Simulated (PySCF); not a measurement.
Gd(BH4)3 at several levels of theory

Computed with PySCF 2.14.0 (density fitting, no spin-orbit coupling) at the geometry relaxed with r2SCAN:

```xyz
16
Gd(BH4)3 (singlet in the valence; each metal's 4f electrons, 7 of them, lie in its core potential, out of spins and levels)
Gd    0.0000    0.0000    0.0000
B     2.4837    0.0130    0.0000
H     3.6872   -0.0116    0.0000
H     1.9771   -0.5722    0.9946
H     1.9771   -0.5722   -0.9946
H     2.0048    1.1661    0.0000
B    -1.2531    2.1444    0.0000
H    -1.8335    3.1990    0.0000
H    -0.4930    1.9984    0.9946
H    -0.4930    1.9984   -0.9946
H    -2.0123    1.1531    0.0000
B    -1.2306   -2.1574    0.0000
H    -1.8536   -3.1874    0.0000
H    -1.4841   -1.4261    0.9946
H    -1.4841   -1.4261   -0.9946
H     0.0075   -2.3193    0.0000
```

```json
{"level": "r2SCAN", "basis": "Gd lcecp-1-SVP with ECP53, B def2-SVP, H def2-SVP", "state": "singlet", "HOMO (eV)": "-8.52", "gap (eV)": "5.20", "charge on Gd1 (e)": "0.82", "population of f-type functions on Gd1 (polarisation alone where 4f lies in the core)": "0.05", "dipole about the centre of mass (D)": "0.00", "largest force component (eV/Å)": "0.01"}
{"level": "HF", "basis": "the same", "state": "singlet", "HOMO (eV)": "-12.83", "gap (eV)": "12.75", "charge on Gd1 (e)": "1.47", "population of f-type functions on Gd1 (polarisation alone where 4f lies in the core)": "0.06", "dipole about the centre of mass (D)": "0.00", "largest force component (eV/Å)": "0.49"}
{"level": "B3LYP", "basis": "the same", "state": "singlet", "HOMO (eV)": "-9.33", "gap (eV)": "6.21", "charge on Gd1 (e)": "0.62", "population of f-type functions on Gd1 (polarisation alone where 4f lies in the core)": "0.05", "dipole about the centre of mass (D)": "0.00", "largest force component (eV/Å)": "0.09"}
{"level": "TPSS", "basis": "the same", "state": "singlet", "HOMO (eV)": "-8.40", "gap (eV)": "5.07", "charge on Gd1 (e)": "0.75", "population of f-type functions on Gd1 (polarisation alone where 4f lies in the core)": "0.05", "dipole about the centre of mass (D)": "0.00", "largest force component (eV/Å)": "0.09"}
{"level": "r2SCAN", "basis": "Gd lcecp-1-TZVP with ECP53, B def2-TZVP, H def2-TZVP", "state": "singlet", "HOMO (eV)": "-8.56", "gap (eV)": "5.28", "charge on Gd1 (e)": "1.29", "population of f-type functions on Gd1 (polarisation alone where 4f lies in the core)": "0.06", "dipole about the centre of mass (D)": "0.00", "largest force component (eV/Å)": "0.32"}
{"level": "PBE0", "basis": "Gd def2-SVP with ECP28, B def2-SVP, H def2-SVP", "state": "octet", "HOMO (eV)": "-9.37", "gap (eV)": "4.35", "charge on Gd1 (e)": "0.79", "population of f-type functions on Gd1 (polarisation alone where 4f lies in the core)": "6.92", "dipole about the centre of mass (D)": "0.00", "largest force component (eV/Å)": "0.53"}
```

In the lcecp rows the 4f levels are missing from HOMO and gap, and the state counts the valence alone.

HOMO and gap are taken over both spins. Charges are Mulliken's, which hang on the basis. The relaxation used the grid (50, 194), these runs (75, 302) or, all-electron (x2c bases, spin-free X2C Hamiltonian), (99, 590).

Question: What does CAM-B3LYP with Gd lcecp-1-SVP with ECP53, B def2-SVP, H def2-SVP give here?

Answer: state singlet, HOMO (eV) -10.92, gap (eV) 8.96, charge on Gd1 (e) 0.70, population of f-type functions on Gd1 (polarisation alone where 4f lies in the core) 0.06, dipole about the centre of mass (D) 0.00, largest force component (eV/Å) 0.06. Time: 8.5 s on 4 threads of Arm Neoverse V1, with other jobs on the host, from an already converged density.

In the first row's basis the gap widens with exact exchange: 5.1 to 5.2 eV for TPSS, r2SCAN (none); 6.2 eV for B3LYP (a fixed share); 9.0 to 12.7 eV for CAM-B3LYP, Hartree–Fock (rising or full at long range).

No frequency check is given that shows the relaxed geometry to be a minimum. An lcecp potential fixes the number of 4f electrons, so in runs with it no electron can move into or out of that shell.

Rows with open f shells in the valence may stand above their lowest state, and their gaps can end on f levels.
